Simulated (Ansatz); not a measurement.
Gas-phase electronic energies from Ansatz, PBE0-D4/def2-TZVP geometries. CCSD(T)/CBS adds triple-zeta CCSD(T) − MP2 to the extrapolated MP2 energy (def2 sets, frozen cores). Functionals use def2-TZVPP. For Ga outer-core shells are correlated without core-valence functions, which leaves a few kJ/mol of doubt a bond. Scalar relativity is left out up to krypton. Each species was taken in one conformer, which may not be the lowest.

Consider the redistribution: `[SiH3][SiH2][SiH2][SiH3]` + `CO[CH2][GaH2]` → `[SiH3][SiH2][CH2][GaH2]` + `CO[SiH2][SiH3]`.

| level | ΔE (kJ/mol) |
| --- | --- |
| B2PLYP | -177.2 |
| PBE0 | -159.5 |
| HF/def2-QZVPP | -190.9 |
| CCSD/CBS(def2) | -179.7 |

Q: What does CCSD(T)/CBS give? (Estimate.)

A: The calculation gave: -176.9 kJ/mol. The listed levels differ from it by -0.3, 17.4, -14.0, -2.8 kJ/mol.

Largest T1 diagnostic among the species: 0.014.

In def2-TZVPP, CCSD(T) changes the Hartree–Fock value by +15.8 kJ/mol (the triples alone add +2.8 kJ/mol) and MP2 by +3.1 kJ/mol. From PBE to PBE0 (25 % exact exchange), in def2-TZVPP and without D4, ΔE moves by −8.6 kJ/mol.
